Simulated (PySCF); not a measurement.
Compound: C₅H₇F₃Se.
SMILES with atom numbers: `[F:1][C:2]([F:3])([F:4])[CH2:5][C@@H:6]1[CH2:7][CH2:8][Se:9]1` (hydrogens: H10, H11 on C5; H12 on C6; H13, H14 on C7; H15, H16 on C8)

Geometry (PBE0-D3(BJ)/def2-SVP, Å), atoms numbered from 1 in this order:
```
atom  x, y, z in Å
F1     2.3934   -0.8133    1.1471
C2     2.1109   -0.5431   -0.1329
F3     1.5763   -1.6530   -0.6609
F4     3.2676   -0.3223   -0.7616
C5     1.1856    0.6404   -0.2616
C6    -0.1293    0.4490    0.4600
C7    -1.1431   -0.5507   -0.1186
C8    -2.4332    0.2384    0.1152
Se9   -1.4317    1.9341    0.2758
H10    1.0194    0.8236   -1.3339
H11    1.7266    1.5099    0.1424
H12    0.0509    0.2761    1.5317
H13   -0.9622   -0.6745   -1.1972
H14   -1.1133   -1.5527    0.3385
H15   -2.9319    0.0035    1.0660
H16   -3.1687    0.2251   -0.6996
```

Method: PBE0-D3(BJ)/def2-SVP geometry optimisation, gas phase in PySCF 2.14.0.

Masses are those of the commonest isotopes; rigid-rotor values at the optimised geometry. The values belong to one conformer with, in the numbering `[F:1][C:2]([F:3])([F:4])[CH2:5][C@@H:6]1[CH2:7][CH2:8][Se:9]1`, C2–C5–C6–C7 -71°, C5–C6–C7–C8 -140°, C6–C7–C8–Se9 20°, C7–C8–Se9–C6 -16°, C5–C6–Se9–C8 138°.

Problem. What are A, B and C (GHz)?

Solution. Ia = 190.21, Ib = 959.96, Ic = 1043.63 u·Å²; 505379 MHz·u·Å²/I gives 2657, 526.5 and 484.2 MHz, that is A = 2.6570, B = 0.5265, C = 0.4842 GHz.

Problem. Classify the top.

Solution. A near-prolate asymmetric top: κ = (2 × 526.5 − 2657 − 484.2)/(2657 − 484.2) = -0.96.

Problem. What does the inertial defect say?

Solution. Not planar: Δ = Ic − Ia − Ib = -106.53 u·Å². For a rigid frame Δ = −2 Σ m c², so Σ m c² = 53.27 u·Å² lies off the ab plane: 7.38 from hydrogen and 45.89 from heavier atoms. The atom farthest from that plane is 1.46 Å away.

Problem. Give the other two planar moments, Paa and Pbb, and the rms extents of the mass along the axes.

Solution. Paa = Σ m a² = (Ib + Ic − Ia)/2 = 906.69 and Pbb = Σ m b² = (Ia + Ic − Ib)/2 = 136.94 u·Å². With the mass M = 203.97 u, the rms extents √(P/M) along a, b and c are 2.11, 0.82, 0.51 Å.

Problem. Which types of transition are allowed, and where do some lines up to J = 5 fall?

Solution. The dipole components are |μa| = 1.05 D, |μb| = 0.75 D, |μc| = 0.16 D. Intensities carry the squares of the components, which stand as 1.00 : 0.51 : 0.02 (a : b : c). Some lines, for components of 0.1 D or more:

```csv
type,branch,"J(Ka,Kc)",MHz,lower level (cm⁻¹)
c,Q,"3(1,3) ← 3(0,3)",2028,0.202
a,R,"3(1,3) ← 2(1,2)",2968,0.171
b,R,"1(1,1) ← 0(0,0)",3141,0.000
a,R,"4(1,3) ← 3(1,2)",4126,0.278
a,R,"5(0,5) ← 4(0,4)",5041,0.337
a,R,"5(2,3) ← 4(2,2)",5065,0.625
c,R,"3(1,2) ← 2(0,2)",5311,0.101
c,Q,"2(2,1) ← 2(1,1)",6392,0.175
b,Q,"2(2,0) ← 2(1,1)",6392,0.175
b,Q,"5(2,4) ← 5(1,5)",6774,0.567
b,R,"5(1,5) ← 4(0,4)",6894,0.337
c,R,"5(1,4) ← 4(0,4)",7527,0.337
c,Q,"4(4,1) ← 4(3,1)",15060,0.983
b,R,"5(3,3) ← 4(2,2)",15807,0.625
c,R,"5(3,2) ← 4(2,2)",15807,0.625
c,R,"4(4,1) ← 3(3,1)",19104,0.848
b,R,"4(4,0) ← 3(3,1)",19104,0.848
b,Q,"5(5,0) ← 5(4,1)",19363,1.654
```

Problem. Estimate the classical rotational partition function at 50 K, 100 K and 298.15 K.

Solution. Point group C1, symmetry number σ = 1; q = (√π/σ)·√((kT/h)³/(ABC)), k/h = 20836.6 MHz/K: 72400 at 50 K, 205000 at 100 K, 1050000 at 298.15 K.

No PBE0-D3(BJ)/def2-SVP frequencies stand behind this structure, so it isn't proved a minimum. Zero-point vibration and centrifugal distortion are left out.
